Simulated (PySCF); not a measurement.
Compound: C₅H₇Cl₂ (doublet state).
Atom-mapped SMILES: `[Cl:1][CH:2]([Cl:3])[C:4]1[CH2:5][CH2:6][CH2:7]1` (hydrogens: H8 on C2; H9, H10 on C5; H11, H12 on C6; H13, H14 on C7)

Structure used (GFN2-xTB), in Å, numbered top down from 1:
```xyz
14
C5H7Cl2 angstrom
Cl     2.300   -1.024    1.585
C      1.824   -0.192   -0.187
Cl     2.758    1.281   -0.254
C      0.433   -0.012   -0.216
C     -0.696   -0.967   -0.398
C     -1.658    0.151    0.050
C     -0.452    1.089    0.249
H      2.246   -0.957   -0.833
H     -0.835   -1.326   -1.420
H     -0.654   -1.837    0.259
H     -2.356    0.474   -0.718
H     -2.204   -0.072    0.962
H     -0.441    1.983   -0.378
H     -0.266    1.409    1.276
```

The hyperfine couplings belong to this conformer and change with its torsions.

Computed with PySCF 2.14.0, UKS B3LYP, pcH-1 on C Cl H, non-relativistic, mean-field spin-orbit, GIAO. One conformer (not necessarily the lowest) at the GFN2-xTB geometry, without solvent, vibrations or thermal averaging. The geometry wasn't refined by DFT: couplings that depend on bond lengths, twists or pyramidal angles can differ widely from those at the functional's own minimum. No stability test was run, so a lower SCF solution isn't excluded.

Principal values of hyperfine tensors in MHz (contact, dipolar and spin–orbit terms together), for some of the nuclei:

```
atom  isotope      A1      A2      A3
 H14       1H   87.95   89.77   98.40
 H13       1H   86.49   86.92   98.19
 H10       1H   82.97   84.71   93.40
  C4      13C   11.53   13.39  209.80
 Cl1     35Cl   -0.36    0.74  132.18
  C7      13C  -28.78  -25.76  -24.36
  C5      13C  -28.38  -25.30  -24.58
  H8       1H   18.88   24.09   33.56
```

(1) Give the isotropic coupling of each nucleus in MHz and in mT (g = 2.0065), and the anisotropic part.

(2) What spin density at the nucleus of H10 lies behind its contact coupling (g_N = 5.58569)?

(3) H9 (1H, g_N = 5.58569) isn't in the table. Its spin density at the nucleus is 0.0201 bohr⁻³. What is its contact coupling?

(4) Name the largest traceless tensor T of the table and describe it.

(5) What first-order splitting does H10 cause when the field lies along A1, A2 or A3 of its tensor (g taken as isotropic, no quadrupole term)?

Results:

(1) a_iso = (A1 + A2 + A3)/3, Ti = Ai − a_iso; 1 mT corresponds to 28.083 MHz. The tensors hold a spin–orbit part: the run splits a_iso into a_FC + a_SO, and T includes its anisotropic share.

| atom | a_iso (MHz) | a_FC | a_SO | a_iso (mT) | T1 | T2 | T3 |
| --- | --- | --- | --- | --- | --- | --- | --- |
| H14 | 92.04 | 92.04 | 0.00 | 3.277 | -4.09 | -2.27 | 6.36 |
| H13 | 90.53 | 90.53 | 0.00 | 3.224 | -4.04 | -3.61 | 7.66 |
| H10 | 87.03 | 87.02 | 0.00 | 3.099 | -4.06 | -2.31 | 6.37 |
| C4 | 78.24 | 78.31 | -0.07 | 2.786 | -66.71 | -64.85 | 131.56 |
| Cl1 | 44.19 | 42.01 | 2.17 | 1.573 | -44.54 | -43.45 | 87.99 |
| C7 | -26.30 | -26.31 | 0.01 | -0.937 | -2.48 | 0.54 | 1.94 |
| C5 | -26.09 | -26.09 | 0.00 | -0.929 | -2.29 | 0.79 | 1.50 |
| H8 | 25.51 | 25.53 | -0.02 | 0.908 | -6.63 | -1.42 | 8.05 |

(2) a_FC = (2μ0/3) gₑ μB g_N μN ρ(0)/(2S·h) = 800.24 MHz × g_N × ρ(0)/(2S), with ρ in bohr⁻³. With a_FC = 87.02 MHz and 2S = 1, ρ(0) = 0.01947 bohr⁻³. In magnitude that is 6.1 % of the 1/π = 0.318 of a free hydrogen atom.

(3) By the same relation, a_FC = 89.9 MHz. Its full tensor has the principal values 85.83, 86.38, 97.38 MHz.

(4) C4: -66.7, -64.8, 131.6 MHz, axial, in the ratio −1:−1:+2, the form that spin in one p orbital centred on that nucleus gives.

(5) 2 lines (I = 1/2), spaced by |A_i|/(g × 13.996): 2.95, 3.02, 3.33 mT along the axes of A1, A2 and A3.
